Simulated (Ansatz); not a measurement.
Molecule: C4H9F, net charge 0, singlet state. 
Coordinates optimised at B3LYP-D3(BJ)/def2-TZVP (Ansatz, a program for electronic structure):
SMILES: CCCCF
```xyz
14

C      2.3825    -0.0633     0.1131
C      0.9360    -0.5022    -0.0928
C     -0.0194     0.6772    -0.2610
C     -1.4626     0.2688    -0.4475
F     -1.9331    -0.3902     0.6964
H      2.7424     0.5242    -0.7353
H      2.4809     0.5554     1.0083
H      3.0459    -0.9220     0.2286
H      0.6081    -1.1071     0.7555
H      0.8683    -1.1463    -0.9758
H      0.0489     1.3417     0.6059
H      0.2721     1.2722    -1.1342
H     -2.1090     1.1347    -0.6063
H     -1.5790    -0.4245    -1.2850
```

Dipole moments at this geometry, in debye (magnitudes).

| level | program | dipole (D) |
|---|---|---|
| PBE/def2-TZVPD | Ansatz | 1.76 |
| BLYP/def2-TZVPD | Ansatz | 1.79 |
| revPBE/def2-TZVPD | Ansatz | 1.74 |
| B97M-V/def2-TZVPD | Ansatz | 1.79 |
| B3LYP/def2-TZVPD | Ansatz | 1.87 |
| PBE0/def2-TZVPD | Ansatz | 1.86 |
| BHLYP/def2-TZVPD | Ansatz | 1.97 |
| r2SCANh/def2-TZVPD | Ansatz | ? |
| HSE06/def2-TZVPD | Ansatz | 1.85 |
| CAM-B3LYP/def2-TZVPD | Ansatz | 1.92 |
| LC-wPBE/def2-TZVPD | Ansatz | 1.92 |
| wB97M-V/def2-TZVPD | Ansatz | 1.87 |
| wB97X-V/def2-TZVPD | Ansatz | 1.89 |
| CCSD(T)/aug-cc-pVDZ | Ansatz | ? |

Complete the blanks.


- r2SCANh/def2-TZVPD, dipole (D): 1.84
- CCSD(T)/aug-cc-pVDZ, dipole (D): 1.85
